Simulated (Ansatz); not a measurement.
`O[Si](F)(Br)O[SiH3]` and `O[Si](O)(F)O[SiH3]` differ in one atom or group.

Ansatz, PBE0-D4/def2-TZVP geometries, multiplicity 1. Each molecule was computed in one conformer, which needn't be the lowest.

Scalar relativity is left out up to krypton.

```csv
property,`O[Si](F)(Br)O[SiH3]`
HOMO energy (PBE0/def2-TZVPP) / eV,-8.83
HOMO energy (ωB97M-V/def2-TZVPP) / eV,-11.08
size of the dipole moment (PBE/def2-TZVPP) / D,2.21
size of the dipole moment (B3LYP/def2-TZVPP) / D,2.30
HOMO–LUMO gap (ωB97M-V/def2-TZVPP) / eV,12.47
HOMO–LUMO gap (B3LYP/def2-TZVPP) / eV,8.04
```

(1) Give the same properties after the change, and the shifts. (Best estimate.)

Answers

(1) The calculation gave: 
| property | `O[Si](O)(F)O[SiH3]` | shift |
| --- | --- | --- |
| HOMO energy (PBE0/def2-TZVPP) / eV | -9.03 | -0.20 |
| HOMO energy (ωB97M-V/def2-TZVPP) / eV | -11.35 | -0.27 |
| size of the dipole moment (PBE/def2-TZVPP) / D | 1.27 | -0.94 |
| size of the dipole moment (B3LYP/def2-TZVPP) / D | 1.26 | -1.04 |
| HOMO–LUMO gap (ωB97M-V/def2-TZVPP) / eV | 12.92 | 0.45 |
| HOMO–LUMO gap (B3LYP/def2-TZVPP) / eV | 8.53 | 0.49 |

With PBE0 the HOMO falls by 0.20 eV and the LUMO rises by 0.24 eV, so the gap widens by about 0.44 eV. PBE moves the HOMO by -0.04 eV and ωB97M-V by -0.27 eV. Dipoles are sizes alone; their direction can turn.

B3LYP here is the variant with VWN-RPA as its local correlation; programs differ in this.

Spin–orbit coupling is left out; it splits and shifts lone-pair levels of the heavy atoms by tenths of an eV.
